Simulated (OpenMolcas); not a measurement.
**S III: CASPT2 settings compared**

* Program: OpenMolcas
* Basis: ANO-R3 [6s5p4d3f1g]
* Scalar Hamiltonian: X2C, finite nucleus
* Active space: 4 electrons in 4 orbitals (3s 3p)
* State averaging: 2S+1 = 3 even, 3 roots; 2S+1 = 1 even, 6 roots kept (CI in the orbitals of an earlier block); 2S+1 = 5 odd, 1 root; 2S+1 = 3 odd, 8 roots kept (CI in the orbitals of an earlier block)
* Spin-orbit coupling: RASSI with atomic mean-field integrals over the reference wave functions, term energies averaged over their components

Methods on the same reference wave functions:
A. CASSCF
B. SS-CASPT2, IPEA 0.35 Eh, imaginary shift 0.3 Eh (closed shells correlated: 2s 2p)
C. SS-CASPT2, IPEA 0.1 Eh, sigma2 regulariser 0.4 Eh (closed shells correlated: 2s 2p)
D. XMS-CASPT2, IPEA 0.75 Eh, sigma1 regulariser 0.05 Eh (closed shells correlated: 2s 2p)

Energies in cm⁻¹ above 3s² 3p² ³P₀, the measured ground level; measured values from NIST levels in Podobedova, Kelleher and Wiese, J. Phys. Chem. Ref. Data 38, 171 (2009).

```
      Level       A       B       C       D  Measured
3s² 3p² ³P₀     0.0     0.0     0.0     0.0       0.0
3s² 3p² ³P₁     267     267     267     267       299
3s² 3p² ³P₂     752     749     749     748       833
3s² 3p² ¹D₂   14382   10320   10930   10370     11323
3s² 3p² ¹S₀   26111   25280   25940   25820     27161
3s 3p³ ⁵S°₂   46017   55610   56520   55760     58672
3s 3p³ ³D°₂   93917   83000   82880   85130     84047
3s 3p³ ³D°₁   93923   83000   82890   85140     84019
3s 3p³ ³D°₃   93931   83010   82900   85140     84099
3s 3p³ ³P°₀  108012  100510  100500  101210     98772
3s 3p³ ³P°₁  108020  100510  100510  101220     98766
3s 3p³ ³P°₂  108031  100520  100520  101230     98745
```

Deviations, from unrounded energies. A percentage is the sum of absolute deviations over the sum of measured energies, with the sign that they share, or ± where signs differ.

```
                        Against measurement  Levels      A      B      C      D
             mean absolute deviation (cm-1)      11   6800   1300   1100   1500
      fine structure of the ground term (%)       2  -10.0  -10.2  -10.3  -10.3
other terms of the ground configuration (%)       2  ±10.7   -7.5   -4.2   -6.0
                   other configurations (%)       7  ±11.5   ±1.9   ±1.8   ±2.2
```

C lies closest to measurement on these levels and A furthest from it. The largest miss of C in the table is 3s 3p³ ⁵S°₂, by -2200 cm-1. The ranking rests on the paired levels alone, and a cruder setting can come out closer through cancelling errors.

Among B to D the level of the table that moves most is 3s 3p³ ³D°₃, by 2200 cm-1 (lowest in C, highest in D). Moves below CASPT2's spread within the term are not significant.

The mean deviations of B to D differ by less than CASPT2's widest spread within a term (2900 cm-1), so their order carries little weight.

From A to B the spin-free energies of the other terms of 3s² 3p² shown, above ³P, scale by factors of 0.71 to 0.97.

The lowest spin-free term lies below A's lowest term by 0.343 hartree in B, 0.351 hartree in C, 0.339 hartree in D.

CASPT2 breaks the degeneracy within a term, and the mean is taken; among the terms shown or strongly mixed into the levels shown the widest spread is 2900 cm-1 (3s 3p³ ³D°, D). Over all roots computed the reference weight is 0.92 to 0.98 in B, 0.92 to 0.98 in C, 0.91 to 0.98 in D; the roots of lowest weight are the least certain, and an intruder state may touch them. Terms from blocks run as CI alone lack orbitals of their own. Terms of s pⁿ other than that of highest spin mix with s² pⁿ⁻² d, which this space lacks; all of them can be thousands of cm-1 off, and some have no real level of that name. Computed and measured levels are paired by configuration, term and J; levels that our copy of the source lacks, or whose pairing is in doubt (as where it misses far off the trend of its configuration), stay unpaired and out of the deviations. Levels of configurations outside the active space are missing.

° marks odd parity.
